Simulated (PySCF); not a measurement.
Simulation results for B2H3NSi, AlB2H3N

Computed with PySCF 2.14.0. Calculation on a computer-drawn molecule: optimised geometry and harmonic frequencies of an isolated molecule of the commonest isotopes, restricted reference for singlets and unrestricted otherwise, frozen core in MP2.

Common to all runs: charge 0; basis cc-pV(D+d)Z.

(1) B2H3NSi

Start structure:
```xyz
7
B2H3NSi
B     -1.1184     0.6578     4.1035
N     -1.2384     1.6240     3.0931
B     -1.3573     2.4801     2.1897
Si    -1.4326     3.9169     0.7509
H     -0.6401    -0.4165     3.8536
H     -1.4931     0.9052     5.2188
H     -2.8109     3.4887     0.3025
```

| Property | Result |
| --- | --- |
| multiplicity | 1 |
| method | MP2 |
| rotational constants | 112.3, 2.069, 2.069 GHz |
| total energy | -394.8749 hartree |
| convergence status largest gradient component | 2.872e-05 hartree/bohr |

Drawn bonds:
```csv
atom,other atom,order
1,2,1
2,3,2
3,4,1
1,5,1
1,6,1
4,7,1
```

Optimised structure:
```xyz
7
B2H3NSi
B     -1.1171     0.6488     4.1131
N     -1.2458     1.6190     3.0930
B     -1.3771     2.4947     2.1627
Si    -1.4209     3.9255     0.7496
H     -0.6309    -0.4245     3.8501
H     -1.4938     0.9115     5.2295
H     -2.8053     3.4812     0.3140
```

Modes:
```csv
frequency (cm⁻¹),reduced mass (dalton)
110.4,4.158
114.8,3.955
283,4.64
286.2,1.05
293.8,4.685
434.4,7.008
730.4,1.288
948.3,1.398
1039,1.355
1066,2.884
1283,1.417
1882,12.04
2125,1.041
2619,1.051
2703,1.13
```

(2) AlB2H3N

Start structure:
```xyz
7
AlB2H3N
B      0.0226     0.0110     0.0945
N     -0.8483     0.9695     0.4055
B     -1.7921     1.7882     0.6129
Al    -1.8222     3.8312     0.8264
H      0.6513    -0.4399     1.0008
H      0.2353    -0.3402    -1.0209
H     -1.5383     5.3937     0.9242
```

| Property | Result |
| --- | --- |
| multiplicity | 2 |
| method | HF |
| rotational constants | 126.5, 2, 1.997 GHz |
| total energy | -347.4879 hartree |
| spin squared | 0.7569 |
| convergence status largest gradient component | 1.949e-05 hartree/bohr |

Drawn bonds:
```csv
atom,other atom,order
1,2,1
2,3,2
3,4,1
1,5,1
1,6,1
4,7,1
```

Optimised structure:
```xyz
7
AlB2H3N
B      0.0419    -0.1055     0.0982
N     -0.6384     1.0991     0.3382
B     -1.2359     2.1768     0.5519
Al    -2.3486     3.9532     0.9247
H      0.5053    -0.7302     1.0160
H      0.1626    -0.5173    -1.0257
H     -1.5786     5.3375     0.9402
```

Modes:
```csv
frequency (cm⁻¹),reduced mass (dalton)
115.9,3.916
125.6,3.297
162.7,1.086
303.5,4.188
325.6,5.713
409.8,8.246
608,1.335
1015,1.389
1105,1.366
1106,2.911
1358,1.397
1959,1.055
2072,10.87
2651,1.05
2711,1.129
```
